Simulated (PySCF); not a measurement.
iodoethene (C₂H₃I), SMILES IC=C. Heavy atoms are numbered as in [CH2:1]=[CH:2][I:3]. Hydrogens are named by the atom that carries them.

Coordinates come from a B3LYP-D3(BJ)/def2-TZVP optimisation. The def2 effective core potentials stand for the cores of I; spin–orbit coupling is left out.

Calculation: CAM-B3LYP/def2-TZVPD (PySCF).

Mulliken values depend strongly on the basis, most of all with diffuse functions as here. ESP charges are fitted to the potential on shells at 1.4 to 2.0 van der Waals radii. Atomic charges (e), one atom of each kind:

```csv
atom,Mulliken,ESP fit
C1 (CH2),-0.56,___
C2 (CH),-0.31,___
I3,0.04,-0.04
H on C1,0.25,0.19
H on C2,0.34,___
```

Task: Fill in the missing entries. (An estimate is asked for; the answer gives what the named calculation found.)

Result: 
- C1 (CH2), ESP fit: -0.30
- C2 (CH), ESP fit: -0.23
- H on C2, ESP fit: 0.21
